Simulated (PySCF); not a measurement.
A structure optimised at B3LYP-D3(BJ)/def2-SVP, used in a PySCF frequency run:

```
O
Si 1 1.6586
Ge 1 1.7858 2 137.23
H 2 1.4884 1 108.32 3 -178.91
H 2 1.4952 4 109.14 1 121.07
H 2 1.4954 4 109.16 5 117.87
H 3 1.5367 1 105.72 2 178.80
H 3 1.5433 7 111.54 1 -117.88
H 3 1.5434 7 111.50 8 -124.27
```

Task: Write its SMILES and formula.

Result: [SiH3][O][GeH3], GeH6OSi

Task: What are its rotational constants (standard atomic weights)?

Result: 28.968, 2.0076, 1.9681 GHz
